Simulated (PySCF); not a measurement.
## Levels of Ir⁶⁶⁺ from EOM-EA-GCCSD

Reference: closed-shell Ir⁶⁷⁺, [Ne]; one electron is added. Calculated with PySCF 2.14, two-component X2C-1e with screened spin-orbit coupling, an uncontracted even-tempered set (17 s from 13 bohr⁻², ratio 2.6; 14 p from 17 bohr⁻², ratio 2.6; 6 d from 17 bohr⁻², ratio 2.8; 3 f from 360 bohr⁻², ratio 2.8); frozen 1s2; the 52 highest virtual spinors dropped; of the others 52 kept and the rest restored at second order. No Breit or QED terms. Binding energies in eV.

```
level  Koopmans  second order  EOM-CCSD
3s1/2    7858.0        7858.9    7859.0
3p1/2    7688.0        7689.0    7689.0
3p3/2    7232.6        7233.5    7233.5
3d3/2    7032.8        7033.6    7033.6
3d5/2    6930.5        6931.1    6931.1
```

Electric-dipole lines between these computed levels:

```json
{"lower": "3s1/2", "upper": "3p1/2", "ΔE (eV)": "169.92", "vacuum wavelength (nm)": "7.297"}
{"lower": "3s1/2", "upper": "3p3/2", "ΔE (eV)": "625.46", "vacuum wavelength (nm)": "1.982"}
{"lower": "3p1/2", "upper": "3d3/2", "ΔE (eV)": "655.45", "vacuum wavelength (nm)": "1.892"}
{"lower": "3p3/2", "upper": "3d3/2", "ΔE (eV)": "199.91", "vacuum wavelength (nm)": "6.202"}
{"lower": "3p3/2", "upper": "3d5/2", "ΔE (eV)": "302.37", "vacuum wavelength (nm)": "4.100"}
```

For comparison, the ionisation energy of Ir⁶⁶⁺ is 7850 ± 40 eV (theoretical estimate listed by NIST; NIST Atomic Spectra Database, ionization energies).

Only part of the computed levels is shown.
